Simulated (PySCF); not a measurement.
Compound: C3H5GeNO.
Atom-mapped SMILES: `[CH2:1]=[CH:2][O:3][GeH2:4][C:5]#[N:6]` (hydrogens: H7, H8 on C1; H9 on C2; H10, H11 on Ge4)

Theory: PBE0-D3(BJ)/def2-SVP geometry optimisation, gas phase in PySCF 2.14.0.

Problem. Give the optimised bond lengths and angles.

Solution. 
```json
{"bond": "C1=C2", "length (Å)": "1.332"}
{"bond": "C2–O3", "length (Å)": "1.357"}
{"bond": "O3–Ge4", "length (Å)": "1.777"}
{"bond": "Ge4–C5", "length (Å)": "1.931"}
{"bond": "C5≡N6", "length (Å)": "1.159"}
{"bond": "C1–H7", "length (Å)": "1.092"}
{"bond": "C1–H8", "length (Å)": "1.090"}
{"bond": "C2–H9", "length (Å)": "1.100"}
{"bond": "Ge4–H10, Ge4–H11", "length (Å)": "1.527"}
```

Bonds in one row agree within 0.01 Å and their mean is given. A selection of angles:
```json
{"angle": "C2–C1–H7", "degrees": "121.0"}
{"angle": "C2–C1–H8", "degrees": "119.8"}
{"angle": "H7–C1–H8", "degrees": "119.2"}
{"angle": "C1–C2–O3", "degrees": "122.5"}
{"angle": "C1–C2–H9", "degrees": "121.5"}
{"angle": "O3–C2–H9", "degrees": "116.0"}
{"angle": "C2–O3–Ge4", "degrees": "123.5"}
{"angle": "O3–Ge4–C5", "degrees": "106.6"}
{"angle": "O3–Ge4–H10", "degrees": "105.8"}
{"angle": "O3–Ge4–H11", "degrees": "111.0"}
{"angle": "C5–Ge4–H10", "degrees": "109.5"}
{"angle": "C5–Ge4–H11", "degrees": "107.6"}
{"angle": "H10–Ge4–H11", "degrees": "115.9"}
{"angle": "Ge4–C5–N6", "degrees": "179.2"}
```

Torsions: C1–C2–O3–Ge4 -153° (antiperiplanar); C2–O3–Ge4–C5 -47° (synclinal). The mirror-image conformer, all signs reversed, is as good.

Of the pairs four or more bonds apart, C5···H9 is among the closest relative to their van der Waals radii: 2.86 Å, 99 % of the sum of Bondi's values. Ge4 (germanium bonded to C, O and 2 H) is distorted tetrahedral (angles from 105.8° to 115.9°).

Point group: C1 (no symmetry element, even within 0.4 Å). PBE0-D3(BJ)/def2-SVP frequencies: not computed here. The numbers are those of one conformer.

Hardware: one thread, AMD EPYC 7R43 (x86_64), on a shared host. Cost: 43 s of wall time, 0.53 GiB resident at most. These figures are those of the optimisation.
